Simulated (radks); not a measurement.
The numbers below are computed, except where a source is named.
The nuclear charge of neutral neon is varied continuously with 10 electrons held in [Ne]. Level of theory: Dirac Kohn-Sham, LDA (Slater exchange, Perdew-Wang correlation), spin-unpolarised, spherical densities, point nucleus (a radial shooting solver on a logarithmic mesh with Libxc functionals). By the Hellmann-Feynman theorem dE/dZ = E(electron-nucleus)/Z, the electronic potential at the nucleus.

| Z | E (hartree) | E(electron-nucleus)/Z (hartree) | HOMO | e(HOMO) (eV) | <r> HOMO (bohr) |
|---|---|---|---|---|---|
| 9.75 | -120.73676 | -30.0435 | 2p3/2 | -8.963 | 1.044 |
| 10 | -128.37490 | -31.0613 | 2p3/2 | -13.498 | 0.9825 |
| 10.25 | -136.26722 | -32.0770 | 2p3/2 | -18.531 | 0.9292 |
| 10.5 | -144.41330 | -33.0914 | 2p3/2 | -24.044 | 0.8824 |

The central difference of E at Z = 10 is -31.061 hartree, to compare with the third column; the second derivative is -4.07 hartree.
